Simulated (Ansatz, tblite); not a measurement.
Spin states of the cluster MoS3⁻, each relaxed with PBE0-D4/def2-SVPD in Ansatz. Electronic energies in the gas phase.

In the def2 sets Mo takes a core potential; there is no spin–orbit coupling. The xTB rows come from tblite. LC-ωPBE has ω = 0.4 bohr⁻¹. Correlated methods freeze 15 core orbitals; core or outer-core shells of Mo are correlated, in sets that lack core-valence functions. The structure comes from a short search, and lower isomers may exist.

Doublet geometry (D3h within 0.1 Å):

Cartesian coordinates in Å:
```
Mo 0.002 0.000 -0.001
S 0.653 1.288 1.602
S -0.745 0.854 -1.834
S 0.091 -2.142 0.234
```

Quartet geometry:

```xyz
4

Mo   -0.022   -0.057    0.119
S    -0.793   -2.085    0.048
S     0.458    1.221    1.807
S     0.357    0.922   -1.974
```

Run but left out: HF/STO-3G, HF/def2-SVPD, HF/def2-TZVPD, MP2/def2-SVPD, MP2/def2-TZVPD, CCSD/def2-SVPD, CCSD(T)/def2-SVPD (doublet: ⟨S²⟩ 1.72 to 2.23, where a pure state has 0.75).

Only these spin states were relaxed.

```
               level  quartet − doublet (kJ/mol)  lowest of these                                  remarks
            GFN2-xTB                       181.3          doublet                                        –
   PBE-D4/def2-TZVPD                       176.1          doublet                HOMO above zero (quartet)
r2SCAN-D4/def2-TZVPD                       171.3          doublet                                        –
  LC-ωPBE/def2-TZVPD                       144.2          doublet  spin-contaminated (⟨S²⟩ 0.84) (doublet)
  ωB97X-V/def2-TZVPD                       160.1          doublet                                        –
   B2PLYP/def2-TZVPD                       189.7          doublet  spin-contaminated (⟨S²⟩ 0.87) (doublet)
```

Problem. Estimate the rows for GFN1-xTB, PBE0-D4/def2-TZVPD, CAM-B3LYP-D4/def2-TZVPD, ωB97M-V/def2-TZVPD, RPA@PBE/def2-TZVPD.

Solution. 
```tsv
level	quartet − doublet (kJ/mol)	lowest of these
GFN1-xTB	226.7	doublet
PBE0-D4/def2-TZVPD	162.4	doublet
CAM-B3LYP-D4/def2-TZVPD	154.2	doublet
ωB97M-V/def2-TZVPD	160.1	doublet
RPA@PBE/def2-TZVPD	170.6	doublet
```

The xTB methods have no spin-polarisation term.

Problem. How do the metal–ligand distances follow the spin state?

Solution. 
```tsv
state	donor atoms	mean metal–ligand distance (Å)	range (Å)	Mulliken spin on the metal (PBE0)
doublet	3	2.156	2.16–2.16	1.54
quartet	3	2.228	2.17–2.34	2.14
```

⟨S²⟩ at PBE0-D4/def2-TZVPD: doublet 0.79 (pure 0.75), quartet 3.78 (pure 3.75).
